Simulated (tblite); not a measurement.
Compound: C5H16N2Si2.
Geometry (GFN2-xTB, Å), atoms numbered from 1 in this order:
```
atom  x, y, z in Å
C1    -4.435    0.820   -0.156
C2    -3.111    0.215   -0.610
C3    -2.165   -0.049    0.555
Si4   -0.533   -0.795   -0.039
N5     0.461    0.252   -1.002
Si6    1.798    0.348    0.111
C7     3.443   -0.339   -0.522
C8     4.541   -0.244    0.528
N9     0.813   -0.716    1.067
H10   -5.085    1.008   -1.008
H11   -4.263    1.763    0.359
H12   -4.948    0.147    0.527
H13   -2.628    0.893   -1.316
H14   -3.303   -0.722   -1.138
H15   -2.650   -0.724    1.261
H16   -1.983    0.886    1.086
H17   -0.706   -2.132   -0.617
H18    0.322    0.662   -1.906
H19    1.947    1.684    0.699
H20    3.323   -1.378   -0.828
H21    3.753    0.216   -1.407
H22    5.487   -0.630    0.147
H23    4.692    0.790    0.830
H24    4.272   -0.816    1.413
H25    0.947   -1.115    1.975
```

Computed with GFN2-xTB (tblite): harmonic, unscaled wavenumbers at the GFN2-xTB geometry, gas phase. Against measured fundamentals such values can be off by several per cent, at times by over 20. Modes of hydrogen on silicon can be 10 to 20 % off. One conformer, not necessarily the lowest.

Harmonic wavenumbers (cm⁻¹): 26.3, 42.3, 44.5, 64.8, 94.5, 96.0, 147.1, 165.0, 208.5, 230.5, 233.4, 254.1, 268.0, 334.0, 391.2, 446.7, 503.2, 563.1, 671.7, 679.7, 718.1, 730.2, 736.2, 743.6, 758.7, 834.2, 845.1, 868.7, 934.9, 958.4, 976.7, 1007.5, 1018.9, 1057.0, 1077.5, 1083.7, 1104.5, 1120.8, 1227.5, 1239.1, 1246.2, 1285.3, 1292.1, 1353.5, 1413.1, 1417.7, 1480.8, 1481.1, 1501.6, 1504.3, 1507.6, 1514.7, 1516.0, 2201.6, 2205.9, 2964.3, 2979.6, 2980.9, 2984.1, 2989.4, 2992.3, 3006.6, 3024.9, 3026.8, 3027.6, 3033.1, 3037.2, 3538.1, 3547.8.

A = 4264, B = 438.2, C = 427.4 MHz; mass 160.085 u (most abundant isotopes); point group C1, symmetry number 1.

Problem. Zero-point energy?

Solution. Half the sum of the wavenumbers: 45280 cm⁻¹ = 129.46 kcal/mol.

Problem. What is S at 400 K and 1 bar for an ideal gas of classical rigid rotors and harmonic oscillators?

Solution. Translation 42.61, rotation 31.25, vibration 64.52: S = 138.4 cal/(mol K).

Problem. And Cp and H(400 K) − H(0)?

Solution. Cp = 64.41 cal/(mol K), of which vibrations give 56.46 (their classical limit is 69 R = 137.1); H(400 K) − H(0) = 15.46 kcal/mol without the zero-point energy, 12.28 from vibrations.

Problem. What must be added to the electronic energy to get the Gibbs energy at 400 K and 1 bar?

Solution. ZPE + [H(400 K) − H(0)] − T·S = 129.46 + 15.46 − 55.35 = 89.57 kcal/mol.

Problem. How do the functions run with temperature in this model?

Solution. 
| T (K) | S (cal/(mol K)) | Cp (cal/(mol K)) | H − H(0) (kcal/mol) | G − H(0) (kcal/mol) | ln q(vib) |
| --- | --- | --- | --- | --- | --- |
| 50 | 65.6 | 18.5 | 0.65 | -2.63 | 1.64 |
| 100 | 81.1 | 26.6 | 1.79 | -6.32 | 4.19 |
| 298.15 | 121.4 | 51.7 | 9.53 | -26.66 | 13.00 |
| 373.15 | 134.0 | 61.2 | 13.77 | -36.24 | 15.98 |
| 500 | 153.9 | 75.1 | 22.45 | -54.52 | 20.81 |
| 750 | 188.4 | 94.7 | 43.86 | -97.44 | 29.69 |
| 1000 | 217.6 | 107.9 | 69.29 | -148.28 | 37.78 |

q(vib) and H(0) count from the zero-point level.

Hindered rotation and anharmonicity are outside this model. Other conformers, if any are populated, would add a mixing term that is left out. The structure is chiral; the term R ln 2 for an equal mix with its mirror image is left out.
